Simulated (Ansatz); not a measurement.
Calculated with Ansatz (gas phase, PBE0-D4/def2-TZVP geometries, no zero-point term in ΔE). CCSD(T)/CBS adds triple-zeta CCSD(T) − MP2 to the extrapolated MP2 energy (def2 sets, frozen cores). This one scheme is used for every species. Functionals use def2-TZVPP. B3LYP here is the variant with VWN-RPA as its local correlation; programs differ in this. HSE06 is defined as in plane-wave codes. Each species was taken in one conformer, which may not be the lowest.

Reaction (hydrogenolysis of the Al–Si bond): `[SiH3][AlH][S][SiH3]` + H₂ → `[AlH2][S][SiH3]` + SiH₄

```tsv
level	ΔE (eV)
r2SCAN0-D4	-0.09
HSE06-D4	-0.01
B3LYP	-0.24
SCS-MP2/def2-TZVPP	-0.22
```

Task: What does CCSD(T)/CBS give? (Estimate.)

Result: Ansatz gave: -0.10 eV. The listed levels differ from it by 0.01, 0.09, -0.14, -0.12 eV.

Largest T1 diagnostic among the species: 0.013.

From r2SCAN to r2SCAN0 (25 % exact exchange), in def2-TZVPP and without D4, ΔE moves by −0.04 eV. At CCSD(T), def2-SVP lies −0.12 eV from the extrapolated value and def2-TZVPP −0.03 eV. In def2-TZVPP, CCSD(T) changes the Hartree–Fock value by +0.35 eV (the triples alone add +0.06 eV) and MP2 by +0.34 eV.
